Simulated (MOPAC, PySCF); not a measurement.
C9H9NSSi, SMILES `n1c2c(c(S)ccc2[SiH3])ccc1` (C–C–S–H torsion 139°), neutral singlet in the gas phase. 

Z-matrix (Å, degrees):
```
C
N 1 1.3659
C 2 1.3237 1 118.87
H 3 1.1052 2 116.65 1 -179.82
C 3 1.4210 4 119.93 2 179.29
C 5 1.3868 3 118.75 4 179.39
H 5 1.0999 6 121.13 3 -179.34
H 6 1.1003 5 120.85 7 -1.09
C 6 1.4223 8 119.41 5 178.57
C 1 1.4316 2 116.65 3 -178.02
C 10 1.3923 1 118.23 2 179.78
H 11 1.1016 10 119.98 1 -179.81
C 11 1.4190 12 118.48 10 178.37
C 13 1.3938 11 121.12 12 179.71
H 13 1.1003 14 119.18 9 -179.28
S 14 1.7849 13 117.74 15 3.78
H 16 1.3633 14 96.97 13 -139.21
Si 10 1.8910 11 124.47 12 0.06
H 18 1.5020 10 112.03 11 118.04
H 18 1.5022 19 109.64 10 -125.26
H 18 1.5090 19 108.19 20 -117.79
```
Charge 0, multiplicity 1.

All levels are single points at this geometry (PBE-D3(BJ)/def2-SVP); Pople sets use spherical d functions. Orbital energies aren't observables, and empty levels follow the basis.

```json
[
 {"level": "PBE-D3(BJ)/def2-TZVP in PySCF", "HOMO (eV)": "-5.67", "LUMO (eV)": "-2.89", "gap (eV)": "2.78", "dipole (D)": "2.44", "vertical IE, Delta-SCF (eV)": "7.93"},
 {"level": "B3LYP/3-21G in PySCF", "HOMO (eV)": "-6.30", "LUMO (eV)": "-1.93", "gap (eV)": "4.37", "dipole (D)": "2.42", "vertical IE, Delta-SCF (eV)": "–"},
 {"level": "B3LYP/6-311+G** in PySCF", "HOMO (eV)": "-6.44", "LUMO (eV)": "-2.29", "gap (eV)": "4.14", "dipole (D)": "2.38", "vertical IE, Delta-SCF (eV)": "–"},
 {"level": "B3LYP/6-31G* in PySCF", "HOMO (eV)": "-6.19", "LUMO (eV)": "-1.92", "gap (eV)": "4.27", "dipole (D)": "2.38", "vertical IE, Delta-SCF (eV)": "7.92"},
 {"level": "BP86/6-31G* in PySCF", "HOMO (eV)": "-5.57", "LUMO (eV)": "-2.68", "gap (eV)": "2.88", "dipole (D)": "2.41", "vertical IE, Delta-SCF (eV)": "–"},
 {"level": "M06-2X/6-31G* in PySCF", "HOMO (eV)": "-7.45", "LUMO (eV)": "-1.09", "gap (eV)": "6.37", "dipole (D)": "2.29", "vertical IE, Delta-SCF (eV)": "–"},
 {"level": "HF/6-31G* in PySCF", "HOMO (eV)": "-8.30", "LUMO (eV)": "1.54", "gap (eV)": "9.84", "dipole (D)": "2.48", "vertical IE, Delta-SCF (eV)": "–"},
 {"level": "AM1 in MOPAC", "HOMO (eV)": "-8.69", "LUMO (eV)": "-0.91", "gap (eV)": "7.78", "dipole (D)": "1.56", "vertical IE, Delta-SCF (eV)": "–"},
 {"level": "PM7 in MOPAC", "HOMO (eV)": "-8.74", "LUMO (eV)": "-1.15", "gap (eV)": "7.59", "dipole (D)": "1.85", "vertical IE, Delta-SCF (eV)": "–"}
]
```
